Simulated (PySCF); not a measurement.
# Correlation energy of As⁺ (arsenic, charge +1)

[Ar] 3d10 4s2 4p1 5s1, high-spin 3P determinant (an excited configuration). All numbers are calculated (PySCF 2.14, the spin-free X2C one-electron Hamiltonian (Gaussian nucleus), in aug-cc-pVQZ-DK (8s7p5d3f2g, 93 functions)). Frozen: [Ar] 3d10; 4 electrons correlated.

```csv
level,correlation energy (mhartree)
CCSD,-67.15
(T),-1.80
CCSD(T),-68.95
```

Diagnostics: T1 = 0.020, D1 = 0.0556, largest double amplitude 0.090.

Task: Is a single reference adequate?

Result: Mostly. T1 lies below 0.03, but a double amplitude of this size points to a near-degeneracy that CCSD handles and MP2 describes poorly.
